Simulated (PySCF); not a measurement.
**Electron correlation in Br (bromine, neutral)**

[Ar] 3d10 4s2 4p5, 2P determinant. Calculation: PySCF 2.14, in aug-cc-pVTZ-DK (7s6p4d2f, 59 functions); the spin-free X2C one-electron Hamiltonian (Gaussian nucleus). Frozen: [Ar] 3d10; 7 electrons correlated.

```tsv
level	correlation energy (mhartree)
CCSD	-154.97
(T)	-4.90
CCSD(T)	-159.87
```

Diagnostics: T1 = 0.0064, D1 = 0.0206, largest double amplitude 0.036.

Cost of the coupled-cluster step: about 2.6 core-seconds, for 7 correlated electrons.
